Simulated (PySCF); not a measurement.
Compound: C₅H₈BNS.
Geometry (PBE0-D3(BJ)/def2-SVP, Å), atoms numbered from 1 in this order:
```
atom  x, y, z in Å
C1    -2.9614    0.4366    0.1613
C2    -1.5472   -0.0340    0.2035
C3    -1.0815   -1.3272    0.2708
C4     0.3344   -1.4069    0.2777
C5     0.9693   -0.1824    0.2152
B6     2.4948    0.0832    0.2111
N7     3.0466    1.3638    0.1553
S8    -0.2265    1.0742    0.1492
H9    -3.1630    1.1969    0.9318
H10   -3.6438   -0.4079    0.3306
H11   -3.2121    0.8833   -0.8146
H12   -1.7484   -2.1905    0.3156
H13    0.8922   -2.3442    0.3291
H14    3.2473   -0.8660    0.2592
H15    2.5005    2.2153    0.1132
H16    4.0440    1.5241    0.1535
```

Computed with PySCF at CAM-B3LYP/def2-SVPD, non-relativistic, on one gas-phase PBE0-D3(BJ)/def2-SVP geometry that isn't relaxed in the solvent. The solvent is an IEF-PCM continuum (cavity from Bondi-type radii × 1.2), and excitations are vertical TDDFT with non-equilibrium linear response and a frozen core. Specific hydrogen bonds and non-electrostatic terms are outside this model.

```tsv
run	E − E(gas) (kcal/mol)	HOMO (eV)	HOMO–LUMO gap (eV)	dipole (D)	lowest singlet (eV)	static polarisability (au)
gas	0.00	-7.70	7.73	1.02	4.96	101.7
P	-4.94	-7.76	7.72	1.45	4.85	142.8
Q	-1.88	-7.70	7.73	1.17	4.87	115.6
```

The runs were made in cyclohexane and dimethylsulfoxide. Which run belongs to which solvent?

P = dimethylsulfoxide, Q = cyclohexane. The dielectric constants are 2.017 (cyclohexane), 46.83 (dimethylsulfoxide), and the energy falls further as ε rises. The optical constants n² used for the excitations are 2.04, 2.19 in the same order. In this model the ground state sees the solvent through ε alone.

How constant is the ratio of the lowering to (ε − 1)/(2ε + 1)?

```tsv
solvent	(ε − 1)/(2ε + 1)	E − E(gas) (kcal/mol)	ratio (kcal/mol)	polarisation term (kcal/mol)
cyclohexane	0.202	-1.88	-9.3	-1.98
dimethylsulfoxide	0.484	-4.94	-10.2	-5.66
```

The ratio changes by +9.7 % in size from cyclohexane to dimethylsulfoxide. The polarisation term is half the interaction of the solute with the induced surface charges.
